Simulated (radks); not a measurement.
Q: As4+, configuration [Ar] 3d10 4s1. Calculated with a radial shooting solver on a logarithmic mesh with Libxc functionals: scalar-relativistic Kohn-Sham, r2SCAN, spin-polarised, spherical densities, finite nucleus; open shells are filled with parallel spins first; meta-GGA in the generalised Kohn-Sham scheme; Fermi nuclear charge, rms radius 4.0968 fm. Some entries of the table are withheld. Estimate them.

orbital,occ.,eigenvalue (hartree),<r> (bohr),r(max) (bohr)
1s up,1,-433.7612,0.04550,0.02974
1s down,1,-433.7573,0.04550,0.02974
2s up,1,-56.96647,0.2025,0.1699
2s down,1,-56.96559,0.2025,0.1699
2p up,3,-50.10801,0.1772,0.1363
2p down,3,-50.10621,0.1772,0.1363
3s up,1,-9.04357,0.5969,0.5209
3s down,1,-9.03831,0.5967,0.5210
3p up,3,-6.89315,0.6157,0.5208
3p down,3,-6.88678,0.6150,0.5209
3d up,5,-3.36728,0.6679,0.4785
3d down,5,-3.35506,0.6625,0.4782
4s up,1,(1),(2),(3)
4s down,0,(4),(5),(6)

A: 
(1) 4s up eigenvalue (hartree): -2.13574
(2) 4s up <r> (bohr): 1.676
(3) 4s up r(max) (bohr): 1.504
(4) 4s down eigenvalue (hartree): -2.00301
(5) 4s down <r> (bohr): 1.679
(6) 4s down r(max) (bohr): 1.495
